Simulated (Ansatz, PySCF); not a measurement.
Gas-phase reaction in SMILES: C=C=C [propa-1,2-diene] + 4 [H][H] (H2) -> 3 C (CH4)
Geometries: B3LYP-D3(BJ)/def2-TZVP minima from Ansatz (an electronic-structure program).

Quantity: energy of full hydrogenation (enthalpy at 298 K, with B3LYP-D3(BJ) rigid-rotor harmonic-oscillator terms from PySCF), in kJ/mol. Cores are frozen in the correlated levels unless marked. No spin-orbit coupling. No relativistic terms. CBS(X,Y): correlation extrapolated as X^-3; Hartree-Fock from the larger set. The bracket is a focal-point correction in the basis named.

```json
[
 {"level": "PBE0/def2-SVP", "program": "Ansatz", "energy of full hydrogenation (kJ/mol)": "-465.3"},
 {"level": "PBE0/def2-QZVPP", "program": "Ansatz", "energy of full hydrogenation (kJ/mol)": "-443.0"},
 {"level": "wB97M-V/def2-TZVPD", "program": "Ansatz", "energy of full hydrogenation (kJ/mol)": "-417.6"},
 {"level": "RPA@PBE/cc-pVQZ", "program": "Ansatz", "energy of full hydrogenation (kJ/mol)": "-402.2"},
 {"level": "RI-MP2/cc-pVTZ", "program": "Ansatz", "energy of full hydrogenation (kJ/mol)": "-425.3"},
 {"level": "SCS-MP2/6-31G*", "program": "Ansatz", "energy of full hydrogenation (kJ/mol)": "-411.5"},
 {"level": "SCS-MP2/cc-pVTZ", "program": "Ansatz", "energy of full hydrogenation (kJ/mol)": "-420.0"}
]
```

Problem. Estimate the value at RI-MP2/CBS(aug-cc-pVTZ,aug-cc-pVQZ)+[CCSD(T)-MP2]/aug-cc-pVTZ as computed with Ansatz.

Solution. -415.2 kJ/mol
